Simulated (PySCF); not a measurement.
# Excitation energy of As²⁺ by level of theory

As²⁺ [Ar] 3d10 4s2 4p1 (2P) → As²⁺ [Ar] 3d10 4s1 4p2 (4P), as a difference of total energies. All numbers are calculated (PySCF 2.14, the non-relativistic Hamiltonian (point nucleus), in def2-QZVPPD). Correlated levels: valence: [Ar] 3d10 frozen; valence and next inner shell: [Ne] frozen. The calculations carry no spin-orbit coupling.

```tsv
method	excitation energy (eV)
UHF	5.985
LDA	8.311
PBE	8.085
PBE0	7.682
r2SCAN	7.347
wB97X-V	7.948
PBEsol	7.935
BP86	8.115
LC-wPBE	7.571
MP2 (valence)	6.905
SCS-MP2 (valence)	7.246
MP2 (valence and next inner shell)	7.429
SCS-MP2 (valence and next inner shell)	7.676
```

Q: How much does correlation contribute at MP2 (valence and next inner shell)?

A: 7.429 − (5.985) = 1.444 eV, measured against UHF.

A first-order spin-orbit estimate (lowest level to lowest level, LS coupling) adds 0.024 eV.
